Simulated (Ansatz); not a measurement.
```yaml
crystal:
  periodic: [false, false, false]
  atoms:
    - {symbol: C, position_ang: [-0.892621, 0.834461, -0.300351]}
    - {symbol: N, position_ang: [-0.646475, 0.202194, 0.908388]}
    - {symbol: In, position_ang: [0.931328, -0.919159, 1.176639]}
    - {symbol: C, position_ang: [1.074181, -0.332361, -0.919400]}
    - {symbol: O, position_ang: [-0.434980, -0.120370, -1.280501]}
    - {symbol: H, position_ang: [-2.131682, 0.720228, -0.493419]}
    - {symbol: H, position_ang: [-0.733386, 1.781723, -0.261478]}
    - {symbol: H, position_ang: [-1.650241, -0.062486, 1.644146]}
    - {symbol: H, position_ang: [1.485492, -1.657942, 2.517467]}
    - {symbol: H, position_ang: [1.372067, -0.997412, -1.645834]}
    - {symbol: H, position_ang: [1.618360, 0.647591, -1.133800]}
basis:
  gaussian: {orbitals: def2-SVP, final_grid: {core_spheres: 8, valence_spheres: 7, degree: 23}}
magnetization: {spin_polarized: true, initial_magnetization: 2}
hamiltonian: {xc: {name: HF}}
correlation: {active_space: {window: {electrons: 2, orbitals: 1}}}
scf: {lower_state_search: full}
output: {forces: true}
```

```sh
$ ansatz run in.yaml --threads 4 --pin off --events-out ev --progress --plain --max-ram 10444MiB
```

Task: How does Ansatz answer? (Estimate.)

Result: Computed: The input was rejected before any iteration.
```
Error: invalid value for `correlation.active_space`: it starts from restricted Hartree–Fock orbitals; set hamiltonian.xc: hf without magnetization.spin_polarized
```
